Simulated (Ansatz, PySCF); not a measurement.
Gas-phase reaction in SMILES: F[Si](F)(Br)Br [dibromo(difluoro)silane] → F[Si](F)Br + Br atom (the Br-Si bond at the site shown breaks; other sites are not compared here)
Structures are relaxed separately at B3LYP-D3(BJ)/def2-TZVP in Ansatz (a program for electronic structure). Frequencies are from Ansatz or PySCF.

Wanted: bond dissociation energy (enthalpy at 298 K, with B3LYP-D3(BJ) rigid-rotor harmonic-oscillator terms), in kcal/mol. Valence correlation only, unless marked. UHF or UKS for open shells. No spin-orbit coupling. Frozen are the shells of the preceding noble gas and the d and f shells that filled before the atom's block. Non-relativistic. Basis-set limits of correlation are two-point, X^-3; Hartree-Fock from the larger set.

| level | program | bond dissociation energy (kcal/mol) |
|---|---|---|
| revPBE/def2-TZVPD | Ansatz | 89.1 |
| r2SCAN-D3(BJ)/def2-TZVPD | Ansatz + dftd3 | 97.3 |
| B2GP-PLYP-D3(BJ)/def2-TZVPD | Ansatz + dftd3 | 97.6 |
| B2GP-PLYP/def2-TZVPD | Ansatz | 95.6 |
| B2PLYP/def2-TZVPD | Ansatz | 94.3 |

Q: What does CCSD(T)/CBS(def2-TZVPP,def2-QZVPP) (Ansatz) give?

A: 100.6 kcal/mol
